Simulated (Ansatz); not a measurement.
Relaxation of ClF2GeH3O (8 atoms, charge 0, multiplicity 1), to a largest force component of 0.03 eV/Å in at most 50 steps.

Computed with RKS PBE0-D4/def2-SVP in Ansatz.

```xyz
8
Properties=species:S:1:pos:R:3
Ge 0.185 0.538 -0.396
O 0.503 -0.106 2.479
H -0.264 -0.684 2.380
Cl 1.959 -0.473 -0.939
F -0.473 1.229 -1.828
F -1.016 -0.603 0.094
H 0.310 1.625 0.688
H 0.120 0.790 2.353
```

Problem. Where does it end, and by what steps?

Solution. The forces met the threshold. The force dipped under the threshold on the way, but the program's further checks kept it going. After 27 steps the energy has fallen by 0.341 eV; H3 moved furthest, 1.29 Å.

| step | energy less start (eV) | largest force component (eV/Å) | accepted |
| --- | --- | --- | --- |
| 0 | 0.0000 | 0.947 | yes |
| 1 | -0.0603 | 1.751 | yes |
| 2 | -0.0884 | 1.499 | yes |
| 3 | -0.0976 | 1.945 | yes |
| 4 | -0.2065 | 0.303 | yes |
| 5 | -0.1668 | 1.237 | no |
| 6 | -0.2321 | 0.423 | yes |
| 7 | -0.2381 | 0.250 | yes |
| 8 | -0.2407 | 0.156 | yes |
| 9 | -0.2435 | 0.245 | yes |
| 10 | -0.2482 | 0.297 | yes |
| 11 | -0.2531 | 0.084 | yes |
| 12 | -0.2552 | 0.497 | yes |
| 13 | -0.2561 | 0.475 | yes |
| 14 | -0.2665 | 0.267 | yes |
| 15 | -0.2517 | 1.405 | no |
| 16 | -0.2769 | 0.178 | yes |
| 17 | -0.2882 | 0.203 | yes |
| 18 | -0.2926 | 0.802 | yes |
| 19 | -0.3249 | 0.162 | yes |
| 20 | -0.3263 | 0.146 | yes |
| 21 | -0.3082 | 1.227 | no |
| 22 | -0.3362 | 0.035 | yes |
| 23 | -0.3400 | 0.037 | yes |
| 24 | -0.3387 | 0.137 | no |
| 25 | -0.3404 | 0.015 | yes |
| 26 | -0.3406 | 0.042 | yes |
| 27 | -0.3406 | 0.010 | yes |

```xyz
8
Properties=species:S:1:pos:R:3
Ge 0.086 0.686 -0.232
O 0.389 0.199 2.183
H 1.005 -0.545 2.209
Cl 1.589 -0.838 -0.406
F -0.323 0.978 -1.889
F -1.411 -0.001 0.315
H 0.471 2.039 0.331
H -0.482 -0.201 2.317
```

Whether the end is a true minimum wasn't checked by a vibrational analysis.

The run took 92 s on 2 threads of Arm Neoverse V1 (shared host), peak memory 0.26 GiB.
